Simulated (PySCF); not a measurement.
**AlSn⁺: energy against distance**

Set-up: PySCF, scalar-relativistic core potentials, basis sets Al cc-pV(D+d)Z, Sn cc-pVDZ-PP with ECP28. Energies in eV from Al⁺ + Sn in their ground configurations at the same level. State: ³Π (triplet), unpaired electrons σ ↑, π ↑.

All columns are r²SCAN. A positive dipole points towards Sn; it is taken about the centre of mass and depends on that origin.

```json
{"R (Å)": "2.593", "E (eV)": "-1.059", "μ (D)": "-3.87", "Mulliken charge on Al (basis-dependent)": "0.46", "HOMO (eV)": "-10.24", "LUMO (eV)": "-9.88", "Mayer bond order": "1.15", "⟨S²⟩": "2.01"}
{"R (Å)": "2.713", "E (eV)": "-1.237", "μ (D)": "-4.12", "Mulliken charge on Al (basis-dependent)": "0.47", "HOMO (eV)": "-10.20", "LUMO (eV)": "-9.67", "Mayer bond order": "1.07", "⟨S²⟩": "2.01"}
{"R (Å)": "2.834", "E (eV)": "-1.326", "μ (D)": "-4.40", "Mulliken charge on Al (basis-dependent)": "0.49", "HOMO (eV)": "-10.02", "LUMO (eV)": "-9.49", "Mayer bond order": "0.99", "⟨S²⟩": "2.01"}
{"R (Å)": "2.925", "E (eV)": "-1.354", "μ (D)": "-4.64", "Mulliken charge on Al (basis-dependent)": "0.50", "HOMO (eV)": "-9.89", "LUMO (eV)": "-9.36", "Mayer bond order": "0.93", "⟨S²⟩": "2.01"}
{"R (Å)": "3.015", "E (eV)": "-1.358", "μ (D)": "-4.89", "Mulliken charge on Al (basis-dependent)": "0.51", "HOMO (eV)": "-9.77", "LUMO (eV)": "-9.25", "Mayer bond order": "0.87", "⟨S²⟩": "2.02"}
{"R (Å)": "3.106", "E (eV)": "-1.345", "μ (D)": "-5.15", "Mulliken charge on Al (basis-dependent)": "0.53", "HOMO (eV)": "-9.66", "LUMO (eV)": "-9.14", "Mayer bond order": "0.82", "⟨S²⟩": "2.02"}
{"R (Å)": "3.226", "E (eV)": "-1.311", "μ (D)": "-5.53", "Mulliken charge on Al (basis-dependent)": "0.54", "HOMO (eV)": "-9.52", "LUMO (eV)": "-9.01", "Mayer bond order": "0.76", "⟨S²⟩": "2.02"}
{"R (Å)": "3.377", "E (eV)": "-1.252", "μ (D)": "-6.03", "Mulliken charge on Al (basis-dependent)": "0.56", "HOMO (eV)": "-9.36", "LUMO (eV)": "-8.85", "Mayer bond order": "0.70", "⟨S²⟩": "2.01"}
{"R (Å)": "3.558", "E (eV)": "-1.170", "μ (D)": "-6.65", "Mulliken charge on Al (basis-dependent)": "0.58", "HOMO (eV)": "-9.19", "LUMO (eV)": "-8.68", "Mayer bond order": "0.64", "⟨S²⟩": "2.01"}
{"R (Å)": "3.799", "E (eV)": "-1.056", "μ (D)": "-7.49", "Mulliken charge on Al (basis-dependent)": "0.60", "HOMO (eV)": "-8.99", "LUMO (eV)": "-8.48", "Mayer bond order": "0.58", "⟨S²⟩": "2.01"}
```

A fit through these points gives, at Re = 2.989 Å, μ = -4.81 D and dμ/dR = -2.81 D/Å; the reduced mass is 22.03 u.

Problem. How strong is the fundamental in the double-harmonic approximation, I = 42.26·(dμ/dR)²/μred km/mol?

Solution. I = 42.26·(-2.81)²/22.03 = 15.1 km/mol at r²SCAN.

These are scalar-relativistic numbers at best; spin–orbit coupling would shift them, the dissociation energy most. For an ion De counts to the pair picked by the measured ionisation energies or electron affinities, which need not be the lowest pair at this level. The state is the lowest determinant that a PBE0 search found; another state may lie lower at other levels.
